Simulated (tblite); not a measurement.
Parent: `[CH3:1][P:2]([CH3:3])[CH2:4][CH2:5][C:6]([F:7])([F:8])[F:9]` with C1–P2–C4–C5 177°, P2–C4–C5–C6 177°, C5H10F3P.

Computed geometry: GFN2-xTB, gas phase. One conformer each, not checked by frequencies here.

```csv
coordinate of the parent,value
C1–P2,1.850 Å
P2–C3,1.852 Å
P2–C4,1.873 Å
C4–C5,1.525 Å
C5–C6,1.514 Å
C6–F7,1.343 Å
C6–F8,1.342 Å
C6–F9,1.344 Å
C1–P2–C3,98.1°
C1–P2–C4,96.4°
C3–P2–C4,98.2°
P2–C4–C5,111.5°
C4–C5–C6,110.8°
C5–C6–F7,112.2°
C5–C6–F8,112.7°
C5–C6–F9,112.4°
F7–C6–F8,106.4°
F7–C6–F9,106.3°
F8–C6–F9,106.3°
```

Question: In one relative the bonds that all share with the parent change as follows (parent's numbers): C1–P2 -0.013, P2–C3 -0.013, P2–C4 -0.003, C4–C5 -0.003, C5–C6 -0.003, C6–F7 -0.005, C6–F8 -0.003, C6–F9 +0.004 Å. Which is it?
A. `[CH3:1][P:2]([CH3:3])(=[NH:4])[CH2:5][CH2:6][C:7]([F:8])([F:9])[F:10]` with C1–P2–C5–C6 110°, P2–C5–C6–C7 -78°
B. `[CH3:1][P:2]([CH3:3])(=[S:4])[CH2:5][CH2:6][C:7]([F:8])([F:9])[F:10]` with C1–P2–C5–C6 100°, P2–C5–C6–C7 -84°

Answer: B. The changes in all of them (Å):

```
             SMILES   C1–P2   P2–C3   P2–C4   C4–C5   C5–C6   C6–F7   C6–F8   C6–F9
CP(C)(=N)CCC(F)(F)F  -0.004  -0.033  +0.019  -0.004  -0.004  -0.002   0.000  +0.001
CP(C)(=S)CCC(F)(F)F  -0.013  -0.013  -0.003  -0.003  -0.003  -0.005  -0.003  +0.004
```

Atoms are paired thus: CP(C)(=N)CCC(F)(F)F: C1 = C1, P2 = P2, C3 = C3, C4 = C5, C5 = C6, C6 = C7, F7 = F8, F8 = F9, F9 = F10; CP(C)(=S)CCC(F)(F)F: C1 = C1, P2 = P2, C3 = C3, C4 = C5, C5 = C6, C6 = C7, F7 = F9, F8 = F8, F9 = F10.
